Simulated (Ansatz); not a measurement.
`F[C@H]1[C@H](F)[C@@H](F)[C@@H]1F`. Charge 0, multiplicity 1.

Z-matrix (Å, degrees):
```
C
C 1 1.526
C 1 1.526 2 87.8
F 1 1.362 2 117.6 3 -120.1
H 1 1.094 2 111.4 3 112.2
C 2 1.526 1 87.8 3 -22.2
F 2 1.362 1 117.6 3 -142.4
H 2 1.094 1 111.4 3 90.0
F 3 1.362 1 117.6 2 142.4
H 3 1.094 1 111.4 2 -90.0
F 6 1.362 2 117.6 1 142.4
H 6 1.094 2 111.4 1 -90.0
```

Q: What are the harmonic wavenumbers in cm⁻¹ at PBE0-D4/def2-TZVP (Ansatz, finite differences of forces, unscaled)? (Best estimate.)

A: The calculation gave: 91, 244, 251, 260, 260, 432, 432, 540, 543, 550, 961, 1036, 1036, 1115, 1115, 1118, 1141, 1191, 1196, 1230, 1255, 1255, 1357, 1404, 1404, 1486, 3094, 3094, 3094, 3114.

Q: Is this a minimum?

A: Yes, all 30 modes are real.

Q: Give the ideal-gas thermochemistry at 298.15 K and 1 bar (rigid rotor, harmonic oscillator; point group D2d, symmetry number 4).

A: Zero-point energy 211.1 kJ/mol; H(298) − E = 231.9 kJ/mol; entropy 338.4 J/(mol·K), of which translation 169.4, rotation 108.0, vibration 61.0; G(298) − E = 131.0 kJ/mol. Modes under 100 cm⁻¹ are hindered rotations or soft bends, so the harmonic entropy is rough.

Q: And at 400, 500, 600, 800 and 1000 K?

A: 
| T (K) | H − E (kJ/mol) | S (J/mol/K) | G − E (kJ/mol) |
| --- | --- | --- | --- |
| 400 | 244.7 | 375.1 | 94.6 |
| 500 | 259.8 | 408.7 | 55.4 |
| 600 | 277.0 | 440.1 | 13.0 |
| 800 | 316.1 | 496.2 | -80.8 |
| 1000 | 359.7 | 544.7 | -185.0 |
